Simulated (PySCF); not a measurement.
## Excitation energy of Ne²⁺ by level of theory

Ne²⁺ [He] 2s2 2p4 (3P) → Ne²⁺ [He] 2s1 2p4 3d1 (high-spin determinant), as a difference of total energies. Computed with PySCF 2.14 in dyall-av2z (11s7p2d, 42 functions), with the non-relativistic Hamiltonian (point nucleus). Correlated levels: valence: 1s2 frozen; virtual orbitals above 40 to 60 times the deepest correlated orbital energy dropped. The calculations carry no spin-orbit coupling.

```json
{"method": "UHF", "excitation energy (eV)": "83.390"}
{"method": "MP2 (valence)", "excitation energy (eV)": "84.310"}
{"method": "SCS-MP2 (valence)", "excitation energy (eV)": "84.441"}
{"method": "CCSD (valence)", "excitation energy (eV)": "84.050"}
{"method": "CCSD(T) (valence)", "excitation energy (eV)": "83.918"}
```

**Question.** How much does correlation contribute at CCSD(T) (valence)?

**Answer.** 83.918 − (83.390) = 0.528 eV, measured against UHF.

The upper state lies above the first ionisation limit, where it may autoionise and the basis confines it. A Rydberg-like electron needs more diffuse functions than a valence basis has.

The promoted electron is Rydberg-like, and one or two diffuse shells describe it only roughly, which tends to raise the upper state.

The coupled-cluster amplitudes are large for the upper state (T1 above 0.03 or a double amplitude above 0.15), so a single reference is strained.

The determinant of the upper state mixes LS terms, which raises its energy above the lowest term, most at the Hartree-Fock and MP2 levels.
